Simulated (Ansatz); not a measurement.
Geometry optimisation, RKS B3LYP-D4/def2-SVP in Ansatz 0.2.0.

Input file:

```yaml
crystal:
  periodic: [false, false, false]
  atoms:
    - { symbol: B, position_ang: [-1.742, 0.5026, 0.0205] }
    - { symbol: Si, position_ang: [-0.1696, -0.5145, 0.0819] }
    - { symbol: C, position_ang: [-0.3252, -1.7316, 1.4746] }
    - { symbol: S, position_ang: [1.6063, 0.7822, 0.4084] }
    - { symbol: C, position_ang: [1.5282, 1.4503, -1.2911] }
    - { symbol: H, position_ang: [-1.9167, 1.3952, -0.8211] }
    - { symbol: H, position_ang: [-2.6272, 0.36, 0.7955] }
    - { symbol: H, position_ang: [0.0402, -1.2302, -1.186] }
    - { symbol: H, position_ang: [-0.4162, -1.1683, 2.4868] }
    - { symbol: H, position_ang: [-1.1625, -2.397, 1.3468] }
    - { symbol: H, position_ang: [0.6236, -2.3417, 1.5533] }
    - { symbol: H, position_ang: [1.6816, 0.6548, -2.0026] }
    - { symbol: H, position_ang: [0.5262, 2.0217, -1.4835] }
    - { symbol: H, position_ang: [2.3401, 2.1872, -1.3546] }
basis:
  gaussian: { orbitals: def2-SVP }
hamiltonian:
  xc: b3lyp
  dispersion: d4
relax:
  f_tol: 0.02
  max_steps: 50
```

Run as:

```bash
$ ansatz run input.yaml --threads 2 --pin off --max-ram 3072MiB --backend cpu --events-out ev --progress --plain --runs-dir out
```

**Question.** Where does it end, and by what steps?

**Answer.** The forces met the threshold. The force dipped under the threshold on the way, but the program's further checks kept it going. After 24 steps the energy has fallen by 0.859 eV; H7 moved furthest, 1.23 Å. Joined: B1–S4.

```tsv
step	energy less start (eV)	largest force component (eV/Å)	accepted
0	0.0000	2.362	yes
1	-0.4082	0.857	yes
2	-0.4875	0.488	yes
3	-0.5075	0.151	yes
4	-0.5184	0.171	yes
5	-0.5292	0.392	yes
6	-0.5417	0.569	yes
7	-0.5729	0.396	yes
8	-0.6254	0.287	yes
9	-0.7053	0.306	yes
10	-0.7770	0.602	yes
11	-0.7871	0.761	yes
12	-0.8304	0.166	yes
13	-0.8398	0.145	yes
14	-0.8459	0.140	yes
15	-0.8530	0.108	yes
16	-0.8490	0.181	no
17	-0.8549	0.183	yes
18	-0.8512	0.405	no
19	-0.8548	0.126	no
20	-0.8576	0.020	yes
21	-0.8582	0.049	yes
22	-0.8583	0.098	yes
23	-0.8588	0.034	yes
24	-0.8589	0.009	yes
```

```xyz
14
Properties=species:S:1:pos:R:3
B -1.341 0.964 0.095
Si -0.519 -0.817 0.005
C -0.317 -1.999 1.454
S 0.712 1.075 0.382
C 1.342 1.456 -1.297
H -1.640 1.563 -0.909
H -1.858 1.249 1.150
H 0.070 -1.404 -1.235
H -0.551 -1.488 2.401
H -1.021 -2.842 1.344
H 0.703 -2.412 1.510
H 2.340 1.014 -1.416
H 0.662 1.065 -2.064
H 1.403 2.548 -1.391
```

Whether the end is a true minimum wasn't checked by a vibrational analysis.

Time of the run: 82 s on 2 threads of Arm Neoverse V2, with other jobs on the host, peak memory 0.3 GiB.
